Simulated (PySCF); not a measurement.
**N 1s core levels and what the atom is bonded to**

Gas-phase molecules, one conformer each, relaxed by PBE0-D3(BJ)/def2-SVP with no frequency check. Core levels by delta-SCF with SCAN, pcX-2 on the ionised atom and pcseg-1 elsewhere, spin-free X2C; energies from the vacuum level.

```csv
structure (SMILES),N bonded to,mean electronegativity of these (Pauling),N 1s (eV)
[F][Al-]12[NH+]3[AlH-]4[NH+]5[AlH-]3[NH+]1[AlH-]5[NH+]42,3 Al + 1 H,1.76,403.68
[Cl][AlH-]1[NH2+][AlH2-][NH2+][AlH2-][NH2+]1,2 Al + 2 H,1.91,405.86
[OH][Al-]1([OH])[NH][SiH2]N[SiH2][NH2+]1,1 Al + 1 Si + 2 H,1.98,406.07
[SiH3][GaH-]1[NH2+][GaH2-][NH2+]1,2 Ga + 2 H,2.00,404.92
F[Si](F)(F)[NH2+][Ga-]([F])([F])[F],1 Ga + 1 Si + 2 H,2.03,?
S[BH-]1[NH2+][BH2-][NH2+][BH2-][NH2+]1,2 B + 2 H,2.12,406.33
```

Question: Fit a straight line to the complete rows and predict the core level of N in F[Si](F)(F)[NH2+][Ga-]([F])([F])[F], bonded to 1 Ga + 1 Si + 2 H.

Answer: E = 392.428 + 6.624·χ (5 points, rms 0.57 eV, correlation 0.807). At 2.03 this gives 405.87 eV; the calculation itself gave 408.37 eV, so the fit is off by 2.50. One far point carries much of this line.

For scale, for F[Si](F)(F)[NH2+][Ga-]([F])([F])[F]: hardware: 1 thread of Arm Neoverse V1 (aarch64), shared host; wall time 51 s, peak memory 0.7 GiB, launched as `OMP_NUM_THREADS=1 python cluster_run.py task.json out`.
